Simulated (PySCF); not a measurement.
Problem. What does the GFN2-xTB structure of `CC(=S)[C@@H]1[C@H]2CC=C(C)[C@H]21` look like in three dimensions?

Solution. 
```xyz
22
C9H12S angstrom
C      3.1833    0.1581   -0.7322
C      2.1136   -0.6139   -0.0332
S      2.3931   -2.1255    0.5257
C      0.8291    0.0417    0.1254
C      0.0011   -0.2337    1.3695
C     -0.9800    0.8538    1.7503
C     -1.9191    0.8973    0.5787
C     -1.6517   -0.0395   -0.3303
C     -2.3753   -0.3335   -1.5972
C     -0.4494   -0.8069    0.0711
H      2.8447    0.4576   -1.7247
H      3.4099    1.0667   -0.1726
H      4.0872   -0.4377   -0.8242
H      0.7586    1.0399   -0.2927
H      0.4614   -0.8376    2.1366
H     -0.4915    1.8169    1.9183
H     -1.5124    0.5928    2.6689
H     -2.7164    1.6180    0.5267
H     -2.7571   -1.3541   -1.5821
H     -3.2084    0.3507   -1.7362
H     -1.6983   -0.2465   -2.4469
H     -0.3329   -1.8452   -0.1999
```

Any rigid rotation of these coordinates is as good. Atoms count from 1 in this order. The 5-membered ring C5–C6–C7–C8–C10 has internal angles of 103.3° to 112.7°; it is almost planar, 0.02 Å rms from its mean plane, widest ring torsion 4°. The 3-membered ring C4–C5–C10 has internal angles of 58.3° to 61.4°. The 10 C–C bonds span 1.332 Å (C7=C8, drawn double) to 1.535 Å (C4–C10, drawn single), a spread of 0.203 Å. Of the pairs four or more bonds apart, S3···H15 is among the closest relative to their van der Waals radii: 2.83 Å, 94 % of the sum of Bondi's values.

Bonds between heavy atoms (Å): C1–C2 1.493, C2=S3 1.636, C2–C4 1.451, C4–C5 1.520, C5–C6 1.513, C6–C7 1.502, C7=C8 1.332, C8–C9 1.488, C8–C10 1.482, C4–C10 1.535, C5–C10 1.489.

Structure optimised with GFN2-xTB, isolated species.

Point group: C1 (no symmetry element, even within 0.4 Å). Not checked by GFN2-xTB frequencies. One conformer, not necessarily the lowest (C1–C2–C4–C5 -146°).

These are computed values.
